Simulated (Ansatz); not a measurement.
`N[SiH]1SS1` at its PBE0-D4/def2-TZVP geometry, where that method's forces vanish. Charge 0, multiplicity 1.

```xyz
7

N    -1.0596    0.4911    0.2965
Si    0.5339    0.0222    0.0194
S     1.1187   -1.9903    0.0389
S     1.1370   -0.8354   -1.7952
H    -1.2893    1.3176    0.8200
H    -1.8600   -0.0200   -0.0336
H     1.4192    1.0149    0.6540
```

What forces (eV/Å) does ωB97M-V/def2-TZVPP give on these atoms in Ansatz? (Estimate.)

The calculation gave: 
```
N1  -0.044  0.013  0.008
Si2  0.172  0.107  0.068
S3  -0.006 -0.054  0.088
S4  -0.004  0.055 -0.087
H5  -0.013 -0.022 -0.014
H6   0.005  0.020  0.013
H7  -0.109 -0.119 -0.076
```
